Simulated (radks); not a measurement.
Valence configurations of Re (all share [Xe]). All-electron calculation, scalar-relativistic Kohn-Sham, PBEsol, spin-polarised, spherical densities, finite nucleus; open shells are filled with parallel spins first (spin-orbit coupling, left out, can overturn this in heavy ions); Fermi nuclear charge, rms radius 5.3698 fm. Program: a radial shooting solver on a logarithmic mesh with Libxc functionals. Order these by energy: 4f14 5d5 6s1 6p1; 4f13 5d5 6s2 6p1; 4f14 5d5 6s1.5 6p0.5; 4f14 5d5 6s2; 4f13 5d5 6s1 6p2; 4f13.5 5d5.5 6s2; 4f14 5d7; 4f14 5d6 6s1; 4f14 5d5.5 6s1.5; 4f14 5d5 6p2.

Answer. From the lowest, in eV above it: 4f14 5d5 6s2 0.000; 4f14 5d5.5 6s1.5 0.711; 4f14 5d6 6s1 1.458; 4f14 5d5 6s1.5 6p0.5 1.495; 4f14 5d5 6s1 6p1 2.699; 4f14 5d7 5.015; 4f14 5d5 6p2 8.160; 4f13.5 5d5.5 6s2 20.076; 4f13 5d5 6s2 6p1 46.144; 4f13 5d5 6s1 6p2 49.258. NIST lists [Xe] 4f14 5d5 6s2 as the ground configuration; this level of theory agrees among the configurations tried. The energies are those of spherical high-spin densities, not of single terms.
